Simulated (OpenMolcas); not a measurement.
## Fe2+: effect of the IPEA shift

- Program: OpenMolcas 26.06
- Basis: ANO-RCC-VTZP [6s5p3d2f1g]
- Scalar Hamiltonian: DKH2, point nucleus
- Active space: 6 electrons in 9 orbitals (RAS2 3d 4s; RAS3 4p, at most 2 electrons)
- State averaging: 2S+1 = 5 even, 30 roots; 2S+1 = 7 even, 1 root kept (CI in the orbitals of an earlier block); 2S+1 = 3 even, 87 roots kept (CI in the orbitals of an earlier block); 2S+1 = 1 even, 89 roots kept (CI in the orbitals of an earlier block); 2S+1 = 5 odd, 54 roots (3 in the spin-orbit step); 2S+1 = 7 odd, 3 roots kept (CI in the orbitals of an earlier block); 2S+1 = 3 odd, 40 roots kept (CI in the orbitals of an earlier block, 0 in the spin-orbit step); 2S+1 = 1 odd, 11 roots kept (CI in the orbitals of an earlier block, 0 in the spin-orbit step)
- Spin-orbit coupling: RASSI with atomic mean-field integrals over the reference wave functions, term energies averaged over their components

Methods on the same reference wave functions:
A. RASSCF
B. MS-RASPT2, IPEA 0 Eh, imaginary shift 0.1 Eh (closed shells correlated: 3s 3p)
C. MS-RASPT2, IPEA 0.25 Eh, imaginary shift 0.1 Eh (closed shells correlated: 3s 3p)

Energies in cm-1 above 3d6 5D4, the measured ground level; measured values from Corliss and Sugar, J. Phys. Chem. Ref. Data 11, 135 (1982).

| Level | A | B | C | Measured |
| --- | --- | --- | --- | --- |
| 3d6 5D4 | 0.0 | 0.0 | 0.0 | 0.0 |
| 3d6 5D3 | 478 | 482 | 481 | 436 |
| 3d6 5D2 | 817 | 817 | 817 | 739 |
| 3d6 5D1 | 1036 | 1031 | 1031 | 932 |
| 3d6 5D0 | 1144 | 1135 | 1137 | 1027 |
| 3d5 4s 7S3 | 10962 | 27170 | 27690 | 30089 |
| 3d5 4s 5S2 | 22731 | 36450 | 37120 | 41000 |
| 3d6 3H6 | 23974 | 19330 | 19990 | 20051 |
| 3d6 3H5 | 24226 | 19560 | 20230 | 20301 |
| 3d6 3H4 | 24415 | 19700 | 20380 | 20482 |
| 3d6 3P2(1) | 25796 | 18000 | 18880 | 19405 |
| 3d6 3F4(1) | 27193 | 20320 | 21180 | 21462 |
| 3d6 3P1(1) | 27207 | 19420 | 20300 | 20688 |
| 3d6 3F3(1) | 27461 | 20560 | 21430 | 21700 |
| 3d6 3F2(1) | 27656 | 20730 | 21600 | 21857 |
| 3d6 3P0(1) | 27806 | 20010 | 20890 | 21208 |
| 3d6 3G5 | 30181 | 23580 | 24290 | 24559 |
| 3d6 3G4 | 30619 | 24000 | 24720 | 24941 |
| 3d6 3G3 | 30829 | 24190 | 24910 | 25142 |
| 3d6 1I6 | 36127 | 29700 | 30290 | 30356 |
| 3d6 1G4(1) | 37759 | 29090 | 30120 | 30886 |
| 3d6 3D1 | 38945 | 29340 | 30210 |  |
| 3d6 3D2 | 38980 | 29340 | 30210 |  |
| 3d6 3D3 | 39110 | 29500 | 30370 | 30858 |

Deviations, from unrounded energies. A percentage is the sum of absolute deviations over the sum of measured energies, with the sign that they share, or ± where signs differ.

```json
{"Against measurement": "mean absolute deviation (cm-1)", "Levels": "21", "A": "5900", "B": "1100", "C": "520"}
{"Against measurement": "fine structure of the ground term (%)", "Levels": "4", "A": "+10.9", "B": "+10.5", "C": "+10.6"}
{"Against measurement": "other terms of the ground configuration (%)", "Levels": "15", "A": "+24.4", "B": "-4.6", "C": "-1.2"}
{"Against measurement": "other configurations (%)", "Levels": "2", "A": "-52.6", "B": "-10.5", "C": "-8.8"}
```

C lies closest to measurement on these levels and A furthest from it. The largest miss of C in the table is 3d5 4s 5S2, by -3900 cm-1. The ranking rests on the paired levels alone, and a cruder setting can come out closer through cancelling errors.

Between B and C the level of the table that moves most is 3d6 1G4(1), by 1000 cm-1 (lowest in B, highest in C). Moves below CASPT2's spread within the term are not significant.

The mean deviations of B to C differ by less than CASPT2's widest spread within a term (2400 cm-1), so their order carries little weight.

From A to B the spin-free energies of the other terms of 3d6 shown, above 5D, scale by factors of 0.70 to 0.82.

The lowest spin-free term lies below A's lowest term by 0.494 hartree in B, 0.486 hartree in C.

CASPT2 does not keep the components of a term degenerate, so their means are used; among the terms shown or strongly mixed into the levels shown the widest spread is 2400 cm-1 (3d6 1G(1), B). Over all roots computed the reference weight is 0.84 to 0.95 in B, 0.87 to 0.95 in C; the roots of lowest weight are the least certain, and an intruder state may touch them. Some high roots are left out of the spin-orbit mixing, which shifts the levels that they would mix with. Terms from blocks run as CI alone lack orbitals of their own. A single d shell beside an s shell can misplace configurations of different d count against each other. The CASPT2 spread within a term exceeds the gap to the next term for 3d5 4s 7S and 3d6 1G(1), 3d6 1G(1) and 3d6 3D, 3d6 3D and 3d6 1I, so the order of their levels is uncertain (figures for B; the like holds for C). Without dynamic correlation excited terms often stand tens of per cent too high (terms of higher spin than the ground term too low), and those without a measured partner can miss by more than the paired ones (holds for A). Blocks of more than 70 roots (2S+1 = 3 even, 1 even) ran without multistate coupling (holds for B; C). Some levels mix across a computed gap that differs much from the measured one, so their mixing is not that of the real levels (holds for B). Computed and measured levels are paired by configuration, term and J; levels that our copy of the source lacks, or whose pairing is in doubt (as where it misses far off the trend of its configuration), stay unpaired and out of the deviations. Only configurations of the active space appear. The table leaves out levels that lie high or whose names do not pair safely across all columns.

A number in round brackets counts repeated terms of one configuration in the order of the reference energies.
